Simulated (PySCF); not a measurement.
# How methods differ on the excitation energy of C(2+)

C(2+) [He] 2s2 (1S) → C(2+) [He] 2s1 3d1 (3D), as a difference of total energies. Calculation: PySCF 2.14, in aug-cc-pVQZ with one added diffuse shell each of s, p, d, f, g type (7s6p5d4f3g, 105 functions); no relativity, point nucleus. Correlated levels: valence: 1s2 frozen. The calculations carry no spin-orbit coupling.

| method | excitation energy (cm⁻¹) |
| --- | --- |
| UHF | 255580 |
| LDA | 256200 |
| PBE | 255420 |
| PBE0 | 257320 |
| r2SCAN | 255530 |
| r2SCANh | 256260 |
| PW91 | 255980 |
| CAM-B3LYP | 260550 |
| B2PLYP | 261700 |
| MP2 (valence) | 264450 |
| SCS-MP2 (valence) | 267230 |

The promoted electron is Rydberg-like, and one or two diffuse shells describe it only roughly, which tends to raise the upper state.
